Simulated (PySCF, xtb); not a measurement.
C₃H₈As, SMILES [CH2][As](C)C, multiplicity 2.

Harmonic wavenumbers (cm⁻¹) from GFN2-xTB run with xtb at its own minimum, in rising order: 118, 138, 192, 198, 216, 250, 546, 563, 592, 678, 708, 753, 813, 827, 837, 1285, 1297, 1373, 1446, 1454, 1454, 1460, 2988, 2990, 2996, 3000, 3001, 3003, 3026, 3055.

Q: What does PBE0-D3(BJ)/def2-SVP in PySCF give at its own minimum? (The exact figures need the calculation; the answer reports its results.)

A: 149, 157, 173, 209, 215, 232, 509, 587, 603, 651, 729, 785, 854, 875, 900, 1255, 1269, 1359, 1429, 1432, 1440, 1442, 3062, 3063, 3148, 3180, 3180, 3183, 3185, 3272. Paired by order, the mean absolute difference is 59 cm⁻¹ and the zero-point energies are 59.0 and 60.8 kcal/mol.
